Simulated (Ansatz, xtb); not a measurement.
Two structures of FHMoO3

Structure I is a triplet given by its coordinates and structure II is a triplet given by its coordinates. Both are isolated molecules in the gas phase, relaxed with PBE0-D4/def2-SVP.

I (Å):

```json
{"atom": "F", "x (Å)": "1.3476", "y (Å)": "0.7626", "z (Å)": "-0.6805"}
{"atom": "Mo", "x (Å)": "0.1981", "y (Å)": "-0.4910", "z (Å)": "0.0941"}
{"atom": "O", "x (Å)": "0.6789", "y (Å)": "-0.8847", "z (Å)": "1.6343"}
{"atom": "O", "x (Å)": "-0.2985", "y (Å)": "-1.8776", "z (Å)": "-1.1022"}
{"atom": "O", "x (Å)": "-1.1896", "y (Å)": "0.7620", "z (Å)": "0.1561"}
{"atom": "H", "x (Å)": "-0.9880", "y (Å)": "1.6718", "z (Å)": "-0.1160"}
```

Close contacts (Å): F1–Mo2 1.87, Mo2–O3 1.66, Mo2–O4 1.90, Mo2–O5 1.87, Mo2–H6 2.48, O5–H6 0.97.

II (Å):

```yaml
atoms:
  - { symbol: F, position_ang: [2.2934, 0.2729, -0.9368] }
  - { symbol: Mo, position_ang: [0.8182, -0.1236, 0.1172] }
  - { symbol: O, position_ang: [1.0061, -0.9262, 1.5566] }
  - { symbol: O, position_ang: [-0.6157, -0.9308, -0.8175] }
  - { symbol: O, position_ang: [-0.5204, 1.1923, 0.2154] }
  - { symbol: H, position_ang: [-1.4660, 0.9730, 0.1795] }
```

Close contacts (Å): F1–Mo2 1.86, Mo2–O3 1.66, Mo2–O4 1.89, Mo2–O5 1.88, Mo2–H6 2.53, O5–H6 0.97.

Question: Estimate which is lower in electronic energy at CCSD(T)/def2-SVP + ΔMP2/def2-TZVPP, and by roughly how much.

Answer: The CCSD(T)/def2-SVP + ΔMP2/def2-TZVPP calculation puts structure II lower, by 2.6 kcal/mol.

Level by level:

```csv
level,geometry,E(II) − E(I) (kcal/mol),departure from the last row (kcal/mol),"job, with rough time for the two"
PBE0-D4/def2-SVP,PBE0-D4/def2-SVP,−2.6,0.0,"optimisation, 3.5 min"
HF/def2-SVP,PBE0-D4/def2-SVP,+1.2,+3.8,part of the CCSD(T) run
MP2/def2-SVP,PBE0-D4/def2-SVP,+0.2,+2.8,part of the CCSD(T) run
CCSD(T)/def2-SVP,PBE0-D4/def2-SVP,−2.0,+0.6,single point
CCSD(T)/def2-SVP + ΔMP2/def2-TZVPP,PBE0-D4/def2-SVP,−2.6,,"single point, 3.3 min"
```

HF/def2-SVP puts the two in the other order. MP2/def2-SVP finds them nearly level. The largest departure from CCSD(T)/def2-SVP + ΔMP2/def2-TZVPP is that of HF/def2-SVP, 3.8 kcal/mol. Levels run at GFN2-xTB geometries aren't shown. The last row adds to CCSD(T) the change of the MP2 difference between the two basis sets, here −0.6 kcal/mol.

With harmonic frequencies from PBE0-D4/def2-SVP (ideal gas, rigid rotor, one conformer each, 298.15 K, 1 atm): on the last row, ΔE + ΔZPE = −2.7, ΔH = −2.7, ΔG = −2.6 kcal/mol.

Open shells are spin-unrestricted. The correlated steps freeze 4 core orbitals. Atoms past krypton carry core potentials in the def2 sets and no spin–orbit term is included. Run with Ansatz 0.2.0; the last row on 2 threads of Arm Neoverse V2 on a shared host.
